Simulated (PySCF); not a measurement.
## Ionising GaH

RHF-CCSD(T); basis Ga cc-pVDZ-PP with ECP10, H cc-pVDZ; scalar-relativistic core potentials; PySCF 2.14. Neutral (RHF): singlet (closed shell), Re = 1.675 Å, ωe = 1584 cm⁻¹, De = 2.79 eV.

GaH⁺ (UHF): doublet (σ ↑), Re = 1.663 Å, ωe = 1279 cm⁻¹, De = 0.29 eV to Ga⁺ + H. The energies at the minima are -258.95350 hartree for GaH and -258.64977 for GaH⁺.

(1) Work out the adiabatic ionisation energy, without and with harmonic zero-point energies (1 hartree = 27.2114 eV, 1 eV = 8065.5 cm⁻¹), and the change of the bond length.

Correlated steps freeze 4 core orbitals. Weak bonds: GaH⁺. Basis-set superposition, not corrected here, can be much of De in a small basis, most of all at correlated wavefunction levels. Spin–orbit coupling is left out. For an ion De counts to the pair picked by the measured ionisation energies or electron affinities, which need not be the lowest pair at this level. Where the molecule has an RHF reference, its open-shell atoms are computed with UHF. States were picked by a PBE0 search and need not be the measured ground states.

Neutral and ion stand on different kinds of reference determinant, which adds to the error of the difference.

Answers

(1) At CCSD(T): 0.30373 hartree = 8.265 eV between the minima; the zero-point term (1279.0 − 1584.0)/2 cm⁻¹ = -0.019 eV makes it 8.246 eV. Re changes by -1.2 pm against the neutral. The electron leaves a σ orbital, and the small change of length marks it as nearly non-bonding.
